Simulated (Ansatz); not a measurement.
```yaml
atoms:
  - { symbol: H, position_ang: [0.0081, -0.0040, -0.8324] }
  - { symbol: F, position_ang: [-0.0028, -0.0092, 0.0947] }
```

Basis set: STO-3G (spherical functions). Correlated methods keep 1 orbital frozen. Charge 0, multiplicity 1.

Computed with Ansatz (development build ahead of 0.2.0); each method stands on the lowest determinant of its kind that the runs found. Restricted open shells among the atoms or ions are ROHF, correlated in semicanonical orbitals with singles.

The atomization energy at this shape (free ground-state atoms in the same class of orbitals less the molecule, no zero-point energy) of singlet HF:

```tsv
method	atomization energy
RHF	3.23 eV
```

**Question.** What does RHF-MP2 give?

**Answer.** 3.71 eV.

This basis has no polarisation functions and is too small for such energies, which can lie far from measured ones in either direction.
